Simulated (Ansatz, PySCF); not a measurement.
System: CH5O3Si (charge 0, doublet). It need not be the lowest isomer of its formula. 
Geometry from a B3LYP-D3(BJ)/def2-TZVP (Ansatz, a program for electronic structure) optimisation:
```xyz
10

C      1.4427     0.5362    -0.9364
Si    -0.0553    -0.0230     0.0113
O     -0.4148    -1.4799    -0.7098
O     -1.2001     1.1354    -0.1202
O      0.1431    -0.2762     1.6256
H      1.1967     0.7302    -1.9804
H      1.7908     1.4691    -0.4849
H      2.2470    -0.1975    -0.8950
H     -1.8772     1.1805     0.5597
H      0.5345    -1.1109     1.8967
```
Charge 0, spin multiplicity 2.

Dipole moments at this geometry, in debye (magnitudes).

```json
[
 {"level": "HF/def2-TZVPD", "program": "PySCF", "dipole (D)": "1.44"},
 {"level": "SVWN5/def2-TZVPD", "program": "Ansatz", "dipole (D)": "1.98"},
 {"level": "r2SCAN/def2-TZVPD", "program": "Ansatz", "dipole (D)": "1.60"},
 {"level": "LC-wPBE/def2-TZVPD", "program": "Ansatz", "dipole (D)": "1.46"},
 {"level": "wB97X-V/def2-TZVPD", "program": "Ansatz", "dipole (D)": "1.47"},
 {"level": "CCSD(T)/aug-cc-pV(D+d)Z", "program": "Ansatz", "dipole (D)": "1.44"}
]
```
